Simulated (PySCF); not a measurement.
**Spinor energies of F⁺ (fluorine, charge +1)**

Start: [He] 2s1 2p5; 2s1/2 filled at m_j = +1/2; 2p1/2 filled at m_j = -1/2, +1/2; 2p3/2 filled at m_j = -1/2, +1/2, +3/2. Calculated with PySCF 2.14 in x2c-TZVPall-2c: generalised Hartree-Fock with the X2C-1e Hamiltonian and a Gaussian nucleus; one run each with spin-orbit coupling (SO) switched off, then screened by Boettger's factors. This is a chosen level, not necessarily the ground level.

```csv
spinor shell,electrons,"ε, spin-free (eV)","ε, screened SO (eV)",weight of nominal j (screened SO),"rms radius, screened SO (bohr)"
1s1/2,2,-739.36,-739.35,1.000,0.204
2s1/2,1,-66.087,-66.082,1.000,1.03
2p1/2,2,-37.822,-37.224,0.666,1.12
2p3/2,3,-37.822,-38.222,0.777,1.11
```

| quantity | spin-free | screened SO |
| --- | --- | --- |
| E (hartree) | -98.12078 | -98.12154 |
| M_J | 2 | 2 |
| ⟨J²⟩ | 6.012 | 6.012 |
| ⟨L²⟩ | 2.001 | 2.001 |
| ⟨S²⟩ | 2.010 | 2.010 |

Each row is a mean over spinors that exchange with the open shell spreads, by up to 9.043 eV (2p1/2).

Rows whose weight is well below 1 are mixtures of j = l ± 1/2: exchange outweighs spin-orbit coupling there, and the label is only the starting occupation.

Without spin-orbit coupling the j labels of p, d and f shells carry no meaning; the spin-free column gives the mean over the occupied spinors of each nl shell.
